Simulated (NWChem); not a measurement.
Molecule: C₂H₄N₂Si; SMILES N1=CC=N[SiH2]1

```xyz
9

C      0.0000     0.7605    -1.1952
N      0.0000     1.3451    -0.0625
Si     0.0000     0.0000     1.1149
N      0.0000    -1.3451    -0.0625
C      0.0000    -0.7605    -1.1952
H      0.0000     1.3193    -2.1476
H     -1.2282     0.0000     1.9524
H      1.2282     0.0000     1.9524
H      0.0000    -1.3193    -2.1476
```
Atoms are numbered in this order, from 1.

All runs: NWChem. The geometry was optimised at PBE0/def2-SVP.

### Question
Predict the results for Hartree-Fock/def2-TZVP. Quantities: highest occupied level (eV); orbital gap (eV); dipole (D).

### Answer
```yaml
highest occupied level (eV): -11.34
orbital gap (eV): 12.87
dipole (D): 1.51
```
